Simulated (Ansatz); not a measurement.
Reaction (redistribution): `[SiH3][Se]BCl` + `C#CC([SiH3])[SiH3]` → `C#C[Se][SiH3]` + `[SiH3]C([SiH3])BCl`

Isolated molecules relaxed with PBE0-D4/def2-TZVP in Ansatz; ΔE leaves out vibrations. CCSD(T)/CBS is the MP2 limit (def2-TZVPP, def2-QZVPP) plus CCSD(T) − MP2 in def2-TZVPP, frozen cores. DFT in def2-TZVPP. B3LYP here is the variant with VWN-RPA as its local correlation; programs differ in this. For Se outer-core shells are correlated without core-valence functions, which leaves a few kJ/mol of doubt a bond. Scalar relativity is left out up to krypton. One conformer a species, not always the lowest.

```
             level  ΔE (kJ/mol)  difference from CCSD(T)/CBS
         r2SCAN-D4         59.3                          0.8
           PBE0-D4         59.5                          1.0
           ωB97M-V         54.4                         -4.1
            B2PLYP         57.7                         -0.8
             B3LYP         58.8                          0.3
     HF/def2-TZVPP         59.4                          0.9
    MP2/def2-TZVPP         56.5                         -2.0
SCS-MP2/def2-QZVPP         56.0                         -2.5
     MP2/CBS(def2)         60.1                          1.6
    CCSD/CBS(def2)         58.7                          0.2
       CCSD(T)/CBS         58.5                            0
```

Largest T1 diagnostic among the species: 0.012.
